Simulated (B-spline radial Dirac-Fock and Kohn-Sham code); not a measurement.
# Ionisation energies of platinum ions, computed and tabulated

Level of theory: Dirac-Fock energy differences between relaxed states, corrected for Breit and QED terms; a radial B-spline solver. Each value is the difference of the configuration-average energies of two neighbouring ions in their tabulated ground configurations. No correlation. NIST's values refer to the lowest levels; many for high charge states are themselves semi-empirical or theoretical. Where a p, d or f shell is open in either ion the computed value averages over both j values and all terms, while the table refers to the lowest levels; that difference holds spin-orbit splitting (largest in heavy or highly charged ions), term energies where several electrons share open shells, and correlation, and it can reach 10 % or more.

```csv
ion,configuration,computed (eV),NIST (eV),kind,NIST − computed (eV)
Pt³⁵⁺,[Kr] 4d7,1576.8,1567 ± 5,theoretical,-9.75
Pt³⁶⁺,[Kr] 4d6,1633.3,1624 ± 5,theoretical,-9.29
Pt³⁷⁺,[Kr] 4d5,1690.5,1680 ± 4,theoretical,-10.45
Pt³⁸⁺,[Kr] 4d4,1748.2,1763 ± 4,theoretical,+14.75
Pt³⁹⁺,[Kr] 4d3,1806.7,1821 ± 4,theoretical,+14.33
Pt⁴⁰⁺,[Kr] 4d2,1865.7,1883 ± 4,theoretical,+17.29
Pt⁴¹⁺,[Kr] 4d1,1925.4,1941 ± 4,theoretical,+15.62
Pt⁴²⁺,[Ar] 3d10 4s2 4p6,2212.6,2171 ± 4,theoretical,-41.58
Pt⁴³⁺,[Ar] 3d10 4s2 4p5,2272.2,2228 ± 4,theoretical,-44.21
Pt⁴⁴⁺,[Ar] 3d10 4s2 4p4,2332.3,2291 ± 4,theoretical,-41.31
Pt⁴⁵⁺,[Ar] 3d10 4s2 4p3,2392.9,2350 ± 4,theoretical,-42.87
Pt⁴⁶⁺,[Ar] 3d10 4s2 4p2,2453.9,2536 ± 4,theoretical,+82.09
Pt⁴⁷⁺,[Ar] 3d10 4s2 4p1,2515.4,2603 ± 4,theoretical,+87.59
Pt⁴⁸⁺,[Ar] 3d10 4s2,2762.0,2762 ± 4,theoretical,+0.01
Pt⁴⁹⁺,[Ar] 3d10 4s1,2828.5,2827.8 ± 1.4,semi-empirical,-0.70
Pt⁵⁰⁺,[Ar] 3d10,4743.1,4715 ± 4,measured,-28.09
Pt⁵¹⁺,[Ar] 3d9,4881.6,4839 ± 4,theoretical,-42.64
Pt⁵²⁺,[Ar] 3d8,5021.8,4980 ± 4,theoretical,-41.76
Pt⁵³⁺,[Ar] 3d7,5163.5,5128 ± 5,theoretical,-35.46
```

Question: Where in this range is the largest relative jump, and why?

Answer: From Pt⁴⁹⁺ (2828.5 eV) to Pt⁵⁰⁺ (4743.1 eV), a factor of 1.68. The configuration goes from [Ar] 3d10 4s1 to [Ar] 3d10, so the next electron comes out of a deeper subshell.
